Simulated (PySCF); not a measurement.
## Atomic charges by several schemes

Compound: C9H11NP (charge +1).
Z-matrix (Å and degrees, GFN2-xTB geometry), rows numbered from 1:
```
C 
C   1  1.3315
C   2  1.4381  1  122.91
C   3  1.3586  2  129.05  1   170.38
C   4  1.4476  3  115.63  2  -177.41
C   5  1.3494  4  115.83  3    -0.64
P   6  1.7874  5  107.96  4    -0.73
C   7  1.8254  3  114.27  2   -65.02
C   8  1.5379  7  111.47  3  -178.51
C   9  1.4443  8  109.18  7   -52.25
N  10  1.1419  9  175.06  8    19.76
H   1  1.0752  2  121.98  3  -179.21
H   1  1.0832  2  121.48  3    -0.86
H   2  1.0810  1  121.01  3   178.48
H   4  1.0776  3  123.31  2     1.66
H   5  1.0784  4  120.71  3   179.11
H   6  1.0754  5  126.50  4   178.56
H   7  1.3764  3  112.91  2    62.17
H   8  1.0952  7  107.95  3    59.69
H   8  1.0953  7  107.32  3   -56.80
H   9  1.0939  8  111.67  7    67.98
H   9  1.0934  8  109.95  7  -172.16
```

Density: PBE0/pcSseg-1 (PySCF); schemes: Mulliken, IAO, Hirshfeld and ESP-fitted. The structure is a single GFN2-xTB conformer in the gas phase; no vibrational or solvent corrections.

Tabulate the Mulliken, IAO, Hirshfeld and ESP-fitted charges.

In e:

```tsv
atom	environment	Mulliken	IAO	Hirshfeld	ESP-fitted
C1	terminal =CH2 carbon	-0.140	-0.264	-0.049	-0.292
C2	alkene CH carbon	-0.035	-0.141	-0.032	-0.234
C3	fully substituted alkene carbon	-0.497	-0.192	-0.021	-0.037
C4	alkene CH carbon	+0.028	-0.124	-0.003	-0.143
C5	alkene CH carbon	+0.038	-0.078	+0.019	+0.060
C6	alkene CH carbon	-0.373	-0.404	-0.081	-0.489
P7	phosphonium phosphorus	+0.745	+1.026	+0.454	+0.651
C8	sp3 carbon bound to phosphorus	-0.400	-0.441	-0.063	-0.358
C9	sp3 carbon next to a nitrile	-0.172	-0.295	-0.021	-0.151
C10	nitrile carbon	+0.025	+0.113	+0.090	+0.329
N11	nitrile nitrogen	-0.200	-0.200	-0.176	-0.401
H12	vinylic hydrogen	+0.169	+0.194	+0.082	+0.216
H13	vinylic hydrogen	+0.141	+0.139	+0.053	+0.159
H14	vinylic hydrogen	+0.138	+0.186	+0.078	+0.227
H15	vinylic hydrogen	+0.138	+0.199	+0.090	+0.201
H16	vinylic hydrogen	+0.156	+0.204	+0.096	+0.181
H17	vinylic hydrogen	+0.171	+0.203	+0.082	+0.261
H18	P–H hydrogen	+0.210	+0.064	+0.062	+0.119
H19	methylene hydrogen	+0.216	+0.194	+0.077	+0.181
H20	methylene hydrogen	+0.220	+0.201	+0.084	+0.200
H21	methylene hydrogen	+0.203	+0.196	+0.082	+0.139
H22	methylene hydrogen	+0.221	+0.217	+0.098	+0.180
```

Mean size of the charges over all atoms: IAO 0.240 e, ESP-fitted 0.237 e, Mulliken 0.211 e, Hirshfeld 0.086 e. Each set sums to the total charge, 1, to within 0.001 e. The IAO scheme counts the electrons in orthogonalised intrinsic atomic orbitals, a minimal basis polarised so that it spans the occupied orbitals exactly. The Mulliken scheme counts on each atom the diagonal of the density matrix times the overlap matrix over that atom's basis functions.

Lowest charge. The schemes don't all agree: Mulliken C3 (-0.497); IAO C8 (-0.441); Hirshfeld N11 (-0.176); ESP-fitted C6 (-0.489).

Highest charge. All schemes agree: Mulliken P7 (+0.745); IAO P7 (+1.026); Hirshfeld P7 (+0.454); ESP-fitted P7 (+0.651).

Sum the charges by element, for elements with more than one atom.

```csv
element,atoms,Mulliken,IAO,Hirshfeld,ESP-fitted
C,9,-1.526,-1.825,-0.161,-1.314
H,11,+1.981,+1.998,+0.884,+2.063
```

How closely do the schemes follow one another over all atoms?

Correlation coefficient and root-mean-square difference: IAO with Hirshfeld 0.94, 0.201 e; Mulliken with IAO 0.93, 0.115 e; IAO with ESP-fitted 0.92, 0.122 e; Hirshfeld with ESP-fitted 0.89, 0.176 e; Mulliken with Hirshfeld 0.86, 0.174 e; Mulliken with ESP-fitted 0.84, 0.151 e.
